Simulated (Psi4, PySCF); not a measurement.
The PySCF input:
```python
from pyscf import gto, scf, cc

mol = gto.M(
    atom='''
F    -0.86134566   -0.63254016   -1.02874238
C    -0.35035604   -0.00774362    0.01889747
F    -0.84407447    1.21875581    0.05006863
F    -0.74576507   -0.64039210    1.11088556
Cl    1.42134135    0.03141469   -0.07666418
''',
    basis='sto-3g',
    verbose=4,
)

mf = scf.RHF(mol)
mf.kernel()

mycc = cc.CCSD(mf, frozen=9)
mycc.kernel()
et = mycc.ccsd_t()
print('E(CCSD(T)) = %.10f' % (mycc.e_tot + et))
```

**Question.** Give the equivalent Psi4 input.

**Answer.** Several could match; the one computed here: 
```
memory 2 GB

molecule mol {
0 1
F    -0.861346   -0.632540   -1.028742
C    -0.350356   -0.007744    0.018897
F    -0.844074    1.218756    0.050069
F    -0.745765   -0.640392    1.110886
Cl    1.421341    0.031415   -0.076664
}

set {
  basis sto-3g
  reference rhf
  freeze_core true
  mp2_type conv
  scf_type pk
  puream true
  d_convergence 1e-8
}

energy('ccsd(t)')
print_variables()
```

Both were run: PySCF gave -786.236444 Eh and Psi4 -786.236444 Eh, 0.000 mEh apart.
